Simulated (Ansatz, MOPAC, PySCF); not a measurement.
Species: BSiH3F2, net charge 0, singlet state. SMILES: FB(F)[SiH3]
Geometry from a B3LYP-D3(BJ)/def2-TZVP (Ansatz, an electronic-structure program) optimisation:
```
Si
H 1 1.4797
H 1 1.4822 2 109.58
H 1 1.4825 2 109.48 3 -119.01
B 1 2.0346 2 111.07 4 -120.32
F 5 1.3238 1 122.80 2 2.52
F 5 1.3250 6 116.13 1 -179.85
```
Charge 0, spin multiplicity 1.

Unscaled harmonic wavenumbers (cm⁻¹) in rising order, each level at the stationary point that it reaches from this structure (no distance between atoms moves by over 0.3 Å); the order of modes can differ between levels, and a negative number is imaginary. B3LYP-D3(BJ)/def2-TZVP (PySCF, at the structure above): 6, 198, 364, 367, 583, 611, 659, 900, 946, 953, 1240, 1347, 2225, 2229, 2244.

AM1 (MOPAC): -206, 175, 274, 389, 489, 591, 646, 729, 782, 809, 1783, 1955, 2241, 2246, 2247. Zero-point energy 22.0 against 21.3 kcal/mol; where all levels lie over 400 cm⁻¹, the wavenumbers are on average 1.016 times those of B3LYP-D3(BJ)/def2-TZVP. This level finds the structure a saddle point. The zero-point energy leaves imaginary modes out.

PM3 (MOPAC): -176, 227, 280, 400, 536, 615, 626, 746, 833, 852, 1407, 1444, 1929, 1941, 1951. Zero-point energy 19.7 against 21.3 kcal/mol; where all levels lie over 400 cm⁻¹, the wavenumbers are on average 0.936 times those of B3LYP-D3(BJ)/def2-TZVP. This level finds the structure a saddle point. The zero-point energy leaves imaginary modes out.

HF/6-31G* (Ansatz): -11, 215, 389, 403, 638, 651, 723, 999, 1028, 1035, 1331, 1462, 2373, 2377, 2389. Zero-point energy 22.9 against 21.3 kcal/mol; where all levels lie over 400 cm⁻¹, the wavenumbers are on average 1.081 times those of B3LYP-D3(BJ)/def2-TZVP. The zero-point energy leaves imaginary modes out.
